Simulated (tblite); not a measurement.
C5H8F4OSi.
Numbering: `[F:1][CH2:2][CH2:3]/[C:4](=[CH:5]\[O:6][SiH3:7])[C:8]([F:9])([F:10])[F:11]` (hydrogens: H12, H13 on C2; H14, H15 on C3; H16 on C5; H17, H18, H19 on Si7)

Computed with GFN2-xTB (tblite), gas phase: L-BFGS steps from a force-field or distance-geometry start until the largest atomic force falls under 0.01 eV/Å.

The end geometry, which sets the zero of energy:
```
atom  x, y, z in Å
F1     -2.7898    0.9832   -0.5624
C2     -1.6253    1.5711   -0.1439
C3     -0.9615    0.7363    0.9518
C4     -0.4606   -0.5806    0.4261
C5      0.7157   -0.7161   -0.1931
O6      1.5409    0.3110   -0.3707
Si7     3.0840    0.3946   -0.9273
C8     -1.3434   -1.7875    0.5373
F9     -2.2261   -1.7042    1.5383
F10    -0.6327   -2.9134    0.7583
F11    -2.0512   -2.0264   -0.5804
H12    -0.9777    1.6585   -1.0215
H13    -1.8921    2.5634    0.2336
H14    -0.1116    1.3047    1.3318
H15    -1.6781    0.5723    1.7572
H16     1.0385   -1.6809   -0.5678
H17     3.9756   -0.2788    0.0149
H18     3.1780   -0.2399   -2.2412
H19     3.2076    1.8418   -0.9483
```

Question: These geometries come from the run, each turned onto the end geometry. Order them by energy, lowest first.
A.
```
atom  x, y, z in Å
F1     -3.1078    0.8690   -0.0676
C2     -1.8764    1.4656   -0.1276
C3     -0.9035    0.8031    0.8502
C4     -0.4060   -0.5297    0.3637
C5      0.8007   -0.7081   -0.1814
O6      1.6694    0.2896   -0.3170
Si7     3.2299    0.3375   -0.8264
C8     -1.3471   -1.6938    0.4547
F9     -2.1022   -1.6614    1.5593
F10    -0.7024   -2.8775    0.4780
F11    -2.1904   -1.7657   -0.5894
H12    -1.5306    1.3779   -1.1625
H13    -2.0270    2.5177    0.1361
H14    -0.0428    1.4599    0.9723
H15    -1.4098    0.6850    1.8109
H16     1.1149   -1.6879   -0.5236
H17     4.0704   -0.4528    0.0711
H18     3.3283   -0.1929   -2.1848
H19     3.4227    1.7737   -0.7233
```
B.
```
atom  x, y, z in Å
F1     -3.2215    0.7206    0.1804
C2     -2.0664    1.4193   -0.0637
C3     -0.9213    0.8861    0.8021
C4     -0.3824   -0.4341    0.3189
C5      0.8460   -0.6171   -0.1749
O6      1.7554    0.3486   -0.2886
Si7     3.3219    0.2324   -0.7915
C8     -1.2941   -1.6279    0.3813
F9     -2.0482   -1.6507    1.4851
F10    -0.6094   -2.7905    0.3786
F11    -2.1287   -1.6994   -0.6693
H12    -1.8462    1.3196   -1.1335
H13    -2.2798    2.4654    0.1852
H14    -0.0959    1.5982    0.7823
H15    -1.2939    0.7925    1.8274
H16     1.1521   -1.6076   -0.4939
H17     4.0589   -0.6858    0.0736
H18     3.3648   -0.2904   -2.1562
H19     3.6788    1.6300   -0.6506
```
C.
```
atom  x, y, z in Å
F1     -2.9454    0.9741   -0.3647
C2     -1.7145    1.5372   -0.1519
C3     -0.9427    0.7567    0.9143
C4     -0.4414   -0.5662    0.4059
C5      0.7489   -0.7122   -0.1826
O6      1.5887    0.3071   -0.3363
Si7     3.1369    0.3772   -0.8824
C8     -1.3410   -1.7606    0.5059
F9     -2.1522   -1.7116    1.5686
F10    -0.6479   -2.9122    0.6199
F11    -2.1274   -1.9219   -0.5724
H12    -1.1899    1.5335   -1.1137
H13    -1.8964    2.5639    0.1834
H14    -0.0816    1.3582    1.2074
H15    -1.5983    0.6067    1.7738
H16     1.0782   -1.6798   -0.5429
H17     4.0099   -0.3419    0.0456
H18     3.2213   -0.2209   -2.2143
H19     3.2849    1.8219   -0.8708
```
D.
```
atom  x, y, z in Å
F1     -3.2378    0.6669    0.1316
C2     -2.0934    1.3987   -0.0600
C3     -0.9361    0.8831    0.7999
C4     -0.3587   -0.4165    0.3103
C5      0.8804   -0.5787   -0.1595
O6      1.7805    0.4006   -0.2625
Si7     3.3382    0.2113   -0.7932
C8     -1.2731   -1.6068    0.3707
F9     -1.9825   -1.6283    1.5068
F10    -0.6098   -2.7784    0.3082
F11    -2.1533   -1.6444   -0.6413
H12    -1.8579    1.3372   -1.1276
H13    -2.3517    2.4237    0.2250
H14    -0.1282    1.6157    0.7871
H15    -1.3154    0.7530    1.8181
H16     1.1951   -1.5696   -0.4717
H17     4.0003   -0.7269    0.1201
H18     3.2635   -0.3094   -2.1630
H19     3.8299    1.5779   -0.7062
```
E.
```
atom  x, y, z in Å
F1     -3.1947    0.7923    0.2044
C2     -2.0088    1.4191   -0.0711
C3     -0.8814    0.8537    0.7944
C4     -0.3860   -0.4828    0.3173
C5      0.8300   -0.6805   -0.1987
O6      1.7204    0.2998   -0.3224
Si7     3.2951    0.2848   -0.7904
C8     -1.3319   -1.6441    0.4030
F9     -2.1328   -1.5837    1.4705
F10    -0.6876   -2.8262    0.4864
F11    -2.1275   -1.7466   -0.6777
H12    -1.8138    1.2756   -1.1383
H13    -2.1642    2.4802    0.1477
H14    -0.0419    1.5477    0.7731
H15    -1.2505    0.7658    1.8194
H16     1.1371   -1.6669   -0.5271
H17     4.0660   -0.5845    0.0967
H18     3.3991   -0.1976   -2.1665
H19     3.5635    1.7032   -0.6280
```

Answer: C (0.003 eV), A (0.006 eV), E (0.011 eV), B (0.025 eV), D (0.057 eV).

In the order of the answer:

| step | E above end (eV) | largest force (eV/Å) | rms force component (eV/Å) | rms distance from end (Å) | rms bond change (Å) | bond most changed (Å) |
| --- | --- | --- | --- | --- | --- | --- |
| 106 | 0.003 | 0.05 | 0.015 | 0.115 | 0.001 | C2–H12 +0.001 |
| 83 | 0.006 | 0.02 | 0.007 | 0.289 | 0.001 | C3–H15 +0.002 |
| 48 | 0.011 | 0.02 | 0.007 | 0.422 | 0.001 | C3–H15 +0.003 |
| 26 | 0.025 | 0.11 | 0.034 | 0.453 | 0.003 | O6–Si7 +0.007 |
| 9 | 0.057 | 0.14 | 0.056 | 0.479 | 0.004 | O6–Si7 +0.014 |

The cost below is that of the whole relaxation. The run took 1.7 s wall on one thread, Intel Xeon Platinum 8488C (x86_64), on a shared host.
